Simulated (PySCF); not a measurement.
PySCF input for CF₃, SMILES F[C](F)F (connectivity only; charge and spin as stated), charge +1, multiplicity 1, TDDFT-LC-ωPBE/def2-SVPD. Geometry optimised at TPSSh-D3(BJ)/def2-TZVP. The multiplicity is an assumed one; other spin states were not compared. The isomer is the one that the SMILES or the coordinates give; other isomers of the formula were not compared.

```python
import numpy as np
from pyscf import gto, scf, dft, tdscf

mol = gto.M(
    atom='''
    F    -1.23834385    0.00000000    0.00000000
    C    -0.00000000   -0.00000000    0.00000000
    F     0.61917193   -1.07243723    0.00000000
    F     0.61917192    1.07243724    0.00000000
    ''',
    basis='def2-SVPD',
    charge=1,
    spin=0,
    symmetry=True,
    max_memory=1600,
    verbose=4,
)
mf = dft.RKS(mol, xc='lc_wpbe').density_fit(auxbasis='def2-universal-jkfit')
mf.grids.level = 3
mf.conv_tol = 1e-9
mf.max_cycle = 100
mf.kernel()
mf.grids = dft.Grids(mol).set(level=1).build(with_non0tab=True)  # coarser grid for the response kernel
td = tdscf.TDDFT(mf)
td.singlet = True
td.nstates = 10
td.conv_tol = 1e-4
td.positive_eig_threshold = 1e-6
td.kernel(x0=td.get_init_guess(mf, 15))
td.analyze()
tt = tdscf.TDA(mf)
tt.singlet = False
tt.nstates = 4
tt.conv_tol = 1e-4
tt.positive_eig_threshold = 1e-6
tt.kernel(x0=tt.get_init_guess(mf, 9))
tt.analyze(verbose=3)
```

Log of the run:

```
PySCF version 2.14.0

[INPUT] verbose = 4
[INPUT] num. atoms = 4
[INPUT] num. electrons = 32
[INPUT] charge = 1
[INPUT] spin (= nelec alpha-beta = 2S) = 0
[INPUT] symmetry True subgroup None
[INPUT] Mole.unit = angstrom
[INPUT] Symbol           X                Y                Z      unit          X                Y                Z       unit  Magmom
[INPUT]  1 F     -1.238343850000   0.000000000000   0.000000000000 AA   -2.340130724539   0.000000000000   0.000000000000 Bohr   0.0
[INPUT]  2 C      0.000000000000   0.000000000000   0.000000000000 AA    0.000000000000   0.000000000000   0.000000000000 Bohr   0.0
[INPUT]  3 F      0.619171930000  -1.072437230000   0.000000000000 AA    1.170065371718  -2.026612650487   0.000000000000 Bohr   0.0
[INPUT]  4 F      0.619171920000   1.072437240000   0.000000000000 AA    1.170065352821   2.026612669384   0.000000000000 Bohr   0.0

nuclear repulsion = 129.179157352955
point group symmetry = D3h, use subgroup C2v
symmetry origin: [5.38289951e-17 5.15379847e-09 0.00000000e+00]
symmetry axis x: [-2.20235494e-09  1.00000000e+00  0.00000000e+00]
symmetry axis y: [0. 0. 1.]
symmetry axis z: [ 1.00000000e+00  2.20235494e-09 -0.00000000e+00]
num. orbitals of irrep A1 = 37
num. orbitals of irrep A2 = 11
num. orbitals of irrep B1 = 25
num. orbitals of irrep B2 = 16
number of shells = 35
number of NR pGTOs = 129
number of NR cGTOs = 89
basis = def2-SVPD
ecp = {}


******** <class 'pyscf.df.df_jk.DFSymAdaptedRKS'> ********
method = DFSymAdaptedRKS
initial guess = minao
damping factor = 0
level_shift factor = 0
DIIS = <class 'pyscf.scf.diis.CDIIS'>
diis_start_cycle = 1
diis_space = 8
diis_damp = 0
SCF conv_tol = 1e-09
SCF conv_tol_grad = None
SCF max_cycles = 100
direct_scf = False
XC library pyscf.dft.libxc version 7.1.2
    S. Lehtola, C. Steigemann, M. J. T. Oliveira, and M. A. L. Marques,  SoftwareX 7, 1–5 (2018)
XC functionals = lc_wpbe
    O. A. Vydrov and G. E. Scuseria,  J. Chem. Phys. 125, 234109 (2006)
radial grids:
    Treutler-Ahlrichs [JCP 102, 346 (1995); DOI:10.1063/1.469408] (M4) radial grids

becke partition: Becke, JCP 88, 2547 (1988); DOI:10.1063/1.454033
pruning grids: <function nwchem_prune>
grids dens level: 3
symmetrized grids: True
atomic radii adjust function: <function treutler_atomic_radii_adjust>
small_rho_cutoff = 0
Freeze 0 electrons in irreps []
    32 free electrons in irreps A1 A2 B1 B2
Set gradient conv threshold to 3.16228e-05
Initial guess from minao.
tot grids = 56904
Create RSH-DF object <pyscf.df.df.DF object> for omega=0.4
******** <class 'pyscf.df.df.DF'> ********
auxbasis = auxmol.basis = def2-universal-jkfit
init E= -338.108246311369
HOMO (B1) = -0.543178948255409  LUMO (B2) = 0.013914921611428  gap/eV = 15.15930
cycle= 1 E= -336.589684311509  delta_E= 1.52  |g|= 1.01  |ddm|= 2.25
HOMO (B1) = -0.930121055963982  LUMO (B2) = -0.469389139146946  gap/eV = 12.53715
cycle= 2 E= -336.65888880206  delta_E= -0.0692  |g|= 0.987  |ddm|= 1.53
HOMO (B1) = -0.946624088179943  LUMO (B2) = -0.335398468808417  gap/eV = 16.63230
cycle= 3 E= -336.806106630518  delta_E= -0.147  |g|= 0.136  |ddm|= 0.736
HOMO (B1) = -0.909673552463423  LUMO (B2) = -0.30089858454219  gap/eV = 16.56561
cycle= 4 E= -336.80864312852  delta_E= -0.00254  |g|= 0.0124  |ddm|= 0.081
HOMO (B1) = -0.908219628340025  LUMO (B2) = -0.296214096051583  gap/eV = 16.65352
cycle= 5 E= -336.808700991108  delta_E= -5.79e-05  |g|= 0.00175  |ddm|= 0.0225
HOMO (B1) = -0.908178414928674  LUMO (B2) = -0.296320811705771  gap/eV = 16.64949
cycle= 6 E= -336.808702536984  delta_E= -1.55e-06  |g|= 0.000352  |ddm|= 0.00328
HOMO (B1) = -0.908237195904458  LUMO (B2) = -0.296393808705073  gap/eV = 16.64911
cycle= 7 E= -336.808702608527  delta_E= -7.15e-08  |g|= 8.52e-05  |ddm|= 0.000568
HOMO (B1) = -0.908241294405393  LUMO (B2) = -0.296377443884464  gap/eV = 16.64966
cycle= 8 E= -336.808702611794  delta_E= -3.27e-09  |g|= 9.34e-06  |ddm|= 0.000145
HOMO (B1) = -0.908241575118639  LUMO (B2) = -0.296377149946761  gap/eV = 16.64968
cycle= 9 E= -336.808702611831  delta_E= -3.68e-11  |g|= 1.13e-06  |ddm|= 1.8e-05
HOMO (B1) = -0.90824151517556  LUMO (B2) = -0.2963770715511  gap/eV = 16.64968
Extra cycle  E= -336.808702611831  delta_E= 4.55e-13  |g|= 9.03e-07  |ddm|= 1.51e-06
converged SCF energy = -336.808702611831
tot grids = 21080
Overwritten attributes  positive_eig_threshold  of <class 'pyscf.tdscf.rks.TDDFT'>


******** <class 'pyscf.tdscf.rks.TDDFT'> for <class 'pyscf.df.df_jk.DFSymAdaptedRKS'> ********
nstates = 10 singlet
deg_eia_thresh = 1.000e-03
wfnsym = None
conv_tol = 0.0001
eigh lindep = 1e-12
eigh level_shift = 0
eigh max_cycle = 100


Excitation energies (eV)
[ 8.55580765 10.03345561 10.03347209 11.05766427 11.05767645 13.36040678
 14.29848655 14.29850074 14.4356939  14.43570015]

** Singlet excitation energies and oscillator strengths **
Excited State   1:   A2      8.55581 eV    144.91 nm  f=0.0000
      16 -> 17        0.70656
Excited State   2:   A2     10.03346 eV    123.57 nm  f=0.0000
      12 -> 17       -0.70613
Excited State   3:   B2     10.03347 eV    123.57 nm  f=0.0000
      13 -> 17        0.70613
Excited State   4:   B1     11.05766 eV    112.13 nm  f=0.1367
      15 -> 17       -0.68899
Excited State   5:   A1     11.05768 eV    112.13 nm  f=0.1367
      14 -> 17        0.68899
Excited State   6:   B1     13.36041 eV     92.80 nm  f=0.0000
      16 -> 18       -0.67498
      16 -> 22        0.19154
Excited State   7:   A2     14.29849 eV     86.71 nm  f=0.0000
      15 -> 18        0.66818
      15 -> 22       -0.20145
Excited State   8:   B2     14.29850 eV     86.71 nm  f=0.0000
      14 -> 18       -0.66818
      14 -> 22        0.20145
Excited State   9:   A2     14.43569 eV     85.89 nm  f=0.0000
      10 -> 17        0.70183
Excited State  10:   B2     14.43570 eV     85.89 nm  f=0.0000
       9 -> 17       -0.70183

** Transition electric dipole moments (AU) **
state          X           Y           Z        Dip. S.      Osc.
  1        -0.0000     -0.0000     -0.0000      0.0000      0.0000
  2        -0.0000      0.0000     -0.0000      0.0000      0.0000
  3        -0.0000     -0.0000     -0.0000      0.0000      0.0000
  4         0.0000      0.7102      0.0000      0.5045      0.1367
  5        -0.7103     -0.0000     -0.0000      0.5045      0.1367
  6        -0.0000     -0.0000     -0.0000      0.0000      0.0000
  7         0.0000      0.0000     -0.0000      0.0000      0.0000
  8         0.0000      0.0000      0.0000      0.0000      0.0000
  9        -0.0000      0.0000     -0.0000      0.0000      0.0000
 10        -0.0000      0.0000      0.0000      0.0000      0.0000

** Transition velocity dipole moments (imaginary part, AU) **
state          X           Y           Z        Dip. S.      Osc.
  1        -0.0000      0.0000     -0.0000      0.0000      0.0000
  2         0.0000     -0.0000     -0.0000      0.0000      0.0000
  3        -0.0000     -0.0000     -0.0000      0.0000      0.0000
  4        -0.0000      0.2823     -0.0000      0.0797      0.1307
  5        -0.2823     -0.0000      0.0000      0.0797      0.1307
  6        -0.0000     -0.0000     -0.0000      0.0000      0.0000
  7         0.0000     -0.0000     -0.0000      0.0000      0.0000
  8        -0.0000     -0.0000      0.0000      0.0000      0.0000
  9        -0.0000      0.0000      0.0000      0.0000      0.0000
 10         0.0000      0.0000      0.0000      0.0000      0.0000

** Transition magnetic dipole moments (imaginary part, AU) **
state          X           Y           Z
  1        -0.0000     -0.0000      0.0000
  2         0.9615      0.0000     -0.0000
  3         0.0000      0.9615     -0.0000
  4        -0.0000      0.0000      0.0000
  5        -0.0000      0.0000     -0.0000
  6        -0.0000      0.0000      0.2211
  7        -0.5097     -0.0000     -0.0000
  8         0.0000     -0.5098     -0.0000
  9        -1.1159     -0.0000      0.0000
 10        -0.0000     -1.1158      0.0000
Overwritten attributes  positive_eig_threshold  of <class 'pyscf.tdscf.rks.TDA'>


******** <class 'pyscf.tdscf.rks.TDA'> for <class 'pyscf.df.df_jk.DFSymAdaptedRKS'> ********
nstates = 4 triplet
deg_eia_thresh = 1.000e-03
wfnsym = None
conv_tol = 0.0001
eigh lindep = 1e-12
eigh level_shift = 0
eigh max_cycle = 100


Excitation energies (eV)
[8.20773478 8.89530546 8.89536309 9.68001832]

** Triplet excitation energies and oscillator strengths **
Excited State   1:   A2      8.20773 eV    151.06 nm  f=0.0000
Excited State   2:   A1      8.89531 eV    139.38 nm  f=0.0000
Excited State   3:   B1      8.89536 eV    139.38 nm  f=0.0000
Excited State   4:   B2      9.68002 eV    128.08 nm  f=0.0000
```

The calculation finished and met its thresholds.
